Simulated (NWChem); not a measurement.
Program: NWChem. System: CH$_{5}$NSn, charge 0, spin multiplicity 1, at a geometry optimised with B3LYP/def2-SVP with def2 effective core potentials on Sn. The structure started from a generated list of species. Level: G0W0@PBE/def2-TZVP with def2 effective core potentials on Sn, RI basis def2-tzvp-rifit, no spin-orbit coupling.

Job file:

```
start mol
memory heap 200 mb stack 700 mb global 1700 mb
geometry units angstroms nocenter noautoz noautosym
  Sn    -0.136182    -0.023309     0.390847
  C      0.718917     1.570071    -0.921868
  H      0.706199     2.553089    -0.425892
  H      0.144358     1.640728    -1.860857
  H      1.763519     1.322208    -1.177303
  N     -0.020023    -1.439662    -1.080818
  H      0.330818    -1.286373    -2.024435
  H     -0.309121    -2.406988    -0.956920
end
basis spherical
  * library def2-tzvp
end
ecp
  Sn library def2-ecp
end
basis "ri basis" bse spherical
  * library def2-tzvp-rifit
end
dft
  xc xpbe96 cpbe96
  iterations 100
  direct
  tolerances tight
end
task dft energy
gw
  states alpha occ 4 vir 2
end
task dft gw
```

NWChem printed:

```
             Northwest Computational Chemistry Package (NWChem) 7.3.0
             --------------------------------------------------------

                                NWChem Input Module
                                -------------------

 Scaling coordinates for geometry "geometry" by  1.889725989
 (inverse scale =  0.529177249)

                             Geometry "geometry" -> ""
                             -------------------------

 Output coordinates in angstroms (scale by  1.889725989 to convert to a.u.)

  No.       Tag          Charge          X              Y              Z
 ---- ---------------- ---------- -------------- -------------- --------------
    1 Sn                  50.0000    -0.13618200    -0.02330900     0.39084700
    2 C                    6.0000     0.71891700     1.57007100    -0.92186800
    3 H                    1.0000     0.70619900     2.55308900    -0.42589200
    4 H                    1.0000     0.14435800     1.64072800    -1.86085700
    5 H                    1.0000     1.76351900     1.32220800    -1.17730300
    6 N                    7.0000    -0.02002300    -1.43966200    -1.08081800
    7 H                    1.0000     0.33081800    -1.28637300    -2.02443500
    8 H                    1.0000    -0.30912100    -2.40698800    -0.95692000

 Effective nuclear repulsion energy (a.u.)     239.0732650144

            Nuclear Dipole moment (a.u.)
            ----------------------------
        X                 Y               Z
 ---------------- ---------------- ----------------
     0.0000264562     0.0000113384     0.0000170075


 Summary of "ao basis" -> "" (spherical)
 ------------------------------------------------------------------------------
       Tag                 Description            Shells   Functions and Types
 ---------------- ------------------------------  ------  ---------------------
 *                         def2-tzvp                  on all atoms

 Summary of "ri basis" -> "" (spherical)
 ------------------------------------------------------------------------------
       Tag                 Description            Shells   Functions and Types
 ---------------- ------------------------------  ------  ---------------------
 *                      def2-tzvp-rifit               on all atoms

  pbe96 is a nonlocal functional; adding pw91lda local functional.

                                 NWChem DFT Module
                                 -----------------

 Summary of "ao basis" -> "ao basis" (spherical)
 ------------------------------------------------------------------------------
       Tag                 Description            Shells   Functions and Types
 ---------------- ------------------------------  ------  ---------------------
 Sn                        def2-tzvp                16       50   6s5p3d2f
 C                         def2-tzvp                11       31   5s3p2d1f
 H                         def2-tzvp                 4        6   3s1p
 N                         def2-tzvp                11       31   5s3p2d1f

 Summary of "ao basis" -> "ao basis" (spherical)
 ------------------------------------------------------------------------------
       Tag                 Description            Shells   Functions and Types
 ---------------- ------------------------------  ------  ---------------------
 Sn                        def2-tzvp                16       50   6s5p3d2f
 C                         def2-tzvp                11       31   5s3p2d1f
 H                         def2-tzvp                 4        6   3s1p
[...]
     6      0.464318  1 Sn s                  5      0.290707  1 Sn s
    55     -0.269703  2 C  s                  2      0.241432  1 Sn s
    12     -0.221134  1 Sn pz                15      0.208971  1 Sn pz
     3     -0.202912  1 Sn s                 18      0.189059  1 Sn pz
    57      0.167269  2 C  py                58     -0.162126  2 C  pz

 Vector   21  Occ=0.000000D+00  E=-8.926027D-02
              MO Center= -1.3D-01, -9.4D-02,  3.2D-01, r^2= 3.9D+00
   Bfn.  Coefficient  Atom+Function         Bfn.  Coefficient  Atom+Function
  ----- ------------  ---------------      ----- ------------  ---------------
    16      0.458638  1 Sn px                19      0.348036  1 Sn px
    10     -0.306007  1 Sn px                13      0.286005  1 Sn px
   111     -0.208759  6 N  px               105     -0.170006  6 N  px
    18      0.148950  1 Sn pz                90      0.148456  4 H  s
    96     -0.143157  5 H  s                108     -0.135992  6 N  px

 Vector   22  Occ=0.000000D+00  E=-2.158038D-02
              MO Center= -1.9D-01, -4.3D-01,  2.5D-01, r^2= 7.0D+00
   Bfn.  Coefficient  Atom+Function         Bfn.  Coefficient  Atom+Function
  ----- ------------  ---------------      ----- ------------  ---------------
   104      0.865569  6 N  s                 20      0.784007  1 Sn py
    55     -0.455388  2 C  s                133     -0.372601  7 H  s
    17      0.328495  1 Sn py               139     -0.278312  8 H  s
    11     -0.190318  1 Sn py                14      0.185358  1 Sn py
    21      0.181716  1 Sn pz                64     -0.182394  2 C  pz

 Vector   23  Occ=0.000000D+00  E= 5.416192D-03
              MO Center=  2.4D-01,  2.4D-01, -4.9D-01, r^2= 9.0D+00
   Bfn.  Coefficient  Atom+Function         Bfn.  Coefficient  Atom+Function
  ----- ------------  ---------------      ----- ------------  ---------------
    55      2.601011  2 C  s                  6     -1.156478  1 Sn s
   104      0.854555  6 N  s                 21      0.758444  1 Sn pz
    96     -0.741192  5 H  s                 90     -0.716650  4 H  s
    84     -0.553343  3 H  s                133     -0.414584  7 H  s
   139     -0.405477  8 H  s                 18      0.400350  1 Sn pz

 center of mass
 --------------
 x =  -0.06411098 y =  -0.02829416 z =   0.16986697

 moments of inertia (a.u.)
 ------------------
         466.639393066961         -67.757499483441          58.973656164744
         -67.757499483441         234.167560811423          -9.822839896341
          58.973656164744          -9.822839896341         318.801541324051

     Multipole analysis of the density
     ---------------------------------

     L   x y z        total         alpha         beta         nuclear
     -   - - -        -----         -----         ----         -------
     0   0 0 0      0.000000    -20.000000    -20.000000     40.000000

     1   1 0 0      0.003892     -3.600921     -3.600921      7.205733
     1   0 1 0     -0.215010     -0.724177     -0.724177      1.233345
     1   0 0 1     -0.170678     10.254965     10.254965    -20.680608

     2   2 0 0    -28.592340    -27.413421    -27.413421     26.234503
     2   1 1 0     -0.372628    -21.138102    -21.138102     41.903576
     2   1 0 1      0.535620     14.579700     14.579700    -28.623780
     2   0 2 0    -27.757563    -99.080644    -99.080644    170.403724
     2   0 1 1      1.544568     -1.401793     -1.401793      4.348153
     2   0 0 2    -28.736960    -62.008647    -62.008647     95.280334

 Task  times  cpu:       28.6s     wall:       28.6s

                                NWChem Input Module
                                -------------------

                                 NWChem GW Module
                                 ----------------

                             ***********************
                             ***        GW       ***
                             ***********************

 Summary of "ri basis" -> "ri basis" (spherical)
 ------------------------------------------------------------------------------
       Tag                 Description            Shells   Functions and Types
 ---------------- ------------------------------  ------  ---------------------
 Sn                     def2-tzvp-rifit             38      184   9s8p8d6f4g3h
 C                      def2-tzvp-rifit             22       76   8s6p4d3f1g
 H                      def2-tzvp-rifit              7       15   4s2p1d
 N                      def2-tzvp-rifit             22       76   8s6p4d3f1g

                 Memory Information
                 ------------------
          Available GA per process is          1699.8 MBs
          Available stack per process is        700.0 MBs
          Available heap per process is           0.1 MBs

          Peak memory in Initialization
              Peak GA per process is                 11.2 MBs
              Peak stack per process is               0.2 MBs
              Peak heap per process is               11.7 MBs
              Memory not in MA per process            0.0 MBs

          Peak memory in AFF Calculation
              Peak GA per process is                 62.7 MBs
              Peak stack per process is              45.4 MBs
              Peak heap per process is                0.0 MBs
              Memory not in MA per process           45.4 MBs

          Computing 2-center integrals
          Computing Inverse Cholesky factor
          Computing 3-center integrals
          Computing V_xc ...

          Computing Sigma_x
          Computing RPA polarizability
          Solving quasiparticle equations

                  Alpha Orbitals
          State     Energy (eV)     Error (eV)
          -----------------------------------
@GW        17        -12.407           0.002
@GW        18        -10.126           0.002
@GW        19         -8.128           0.005
@GW        20         -7.819           0.002
@GW        21         -0.027           0.002
@GW        22          1.567           0.004

   Applying  -2.6086 eV scissor-shift to rest of particle states

   Applying   2.4018 eV scissor-shift to rest of hole states

     GW Timing Statistics
   ------------------------
   Init.   :          0.1s
     ERIs  :          1.4s
     Distr.:          0.0s
     Vxc   :          0.7s
   Sigma_x :          0.0s
   RPA     :          2.4s
   Wmn     :          0.0s
   Sigma_c :          0.0s
   GW total:          4.7s

 Task  times  cpu:        4.7s     wall:        4.7s

 Total times  cpu:       33.4s     wall:       33.4s
```
